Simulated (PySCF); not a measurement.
In(OH)2(SiH3) (H5InO2Si), SMILES [OH][In]([SiH3])[OH]. Heavy atoms are numbered as in [In:1]([OH:2])([OH:4])[SiH3:6]. Hydrogens are named by the atom that carries them.

The structure is a stationary point at PBE0-D3(BJ)/def2-SVP. The structure was generated by enumeration; whether it is a known compound was not checked. The def2 effective core potentials stand for the cores of In; spin–orbit coupling is left out. One conformer was computed; it need not be the lowest.

Calculation: PBE/def2-TZVP run with PySCF.

ESP charges are fitted to the potential on shells at 1.4 to 2.0 van der Waals radii. Atomic charges (e), one atom of each kind:

```csv
atom,Löwdin,ESP fit
In1,0.23,0.77
O2 (OH),___,-0.76
H on O2,___,0.38
Si6 (SiH3),0.10,0.09
H on Si6,___,-0.03
```

Q: Complete the blanks. (An estimate is asked for; the answer gives what the named calculation found.)

A: 
- O2 (OH), Löwdin: -0.30
- H on O2, Löwdin: 0.15
- H on Si6, Löwdin: -0.01
